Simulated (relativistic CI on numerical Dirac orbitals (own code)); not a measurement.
A reference radial Dirac CI calculation of Li I gave the lowest total energy -7.43275 Ha in 25 SCF steps, from this input:

```
atom Li  Z=3  charge=0  electrons=3
nucleus A=7  rms_radius_fm=2.4440
hamiltonian dirac-coulomb  breit=on  qed=on  c_scale=1
orbitals kli  potential=per-configuration
slater_scale 1
correlation none
mixing on
grid step=0.0125 r_max=102.8
scf mixing=0.4 start=green max_iterations=150 tolerance=2e-08 node_fill=0.05
configurations
  [He] 2s
  [He] 2p
  [He] 3s
end
```

One setting was then changed, and the output read:

```
SCF 1: [He] 2s
 iter      energy (Ha)   residual   last orbital (Ha)
    1        -7.401083   2.41e-01     -0.24111
    2        -7.424484   1.23e-01     -0.21830
error: SCF of 1s2 2s did not converge
end: not converged
```

(1) Which setting was changed?
A. charge
B. configuration list
C. iteration limit
D. grid step

Answers

(1) C. The iteration limit 2. This setting is bad on purpose; its numbers may not be properties of the ion.
